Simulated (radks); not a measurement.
Spherical quantum dot in the effective-mass picture: electrons in a hard-walled sphere of radius 4.64, with a point charge +1 (a donor) at the centre, all in effective atomic units (hartree* = m*/eps^2 hartree, bohr* = eps/m* bohr), one dielectric constant everywhere. Calculated with a radial shooting solver with Libxc functionals: non-relativistic Kohn-Sham, LDA (Slater exchange, Perdew-Wang correlation), spin-polarised, spherical densities. Levels are named by radial order and angular momentum (1s, 1p, 1d, 2s, ...), and open shells are averaged over m. Results are scaled to m* = 0.32 and eps = 7.3, for which hartree* = 163.4 meV and bohr* = 1.207 nm.

N = 25, configuration 1s2 1p6 1d10 2s(up 1, down 0) 1f(up 6, down 0). This is the lowest configuration that the search found. Occupied and some empty levels:

level    occupation  eigenvalue (meV)  <r> (nm)
1s up             1            1081.2     3.764
1s down           1            1090.8     3.800
1p up             3            1101.4     4.003
1p down           3            1110.5     3.997
1d up             5            1134.0     4.118
1d down           5            1143.3     4.112
2s up             1            1173.3     1.943
1f up             6            1179.1     4.210
1f down           0            1188.5     4.206
2s down           0            1196.0     2.052
1g up             0            1235.7     4.288
1g down           0            1245.3     4.287
2p up             0            1279.9     2.788
2p down           0            1290.3     2.837
2d up             0            1364.1     3.153
2d down           0            1372.0     3.169

Energy (meV): total 14825.8, kinetic 3644.7, external -1379.0, Hartree 14086, exchange-correlation -1526.1.
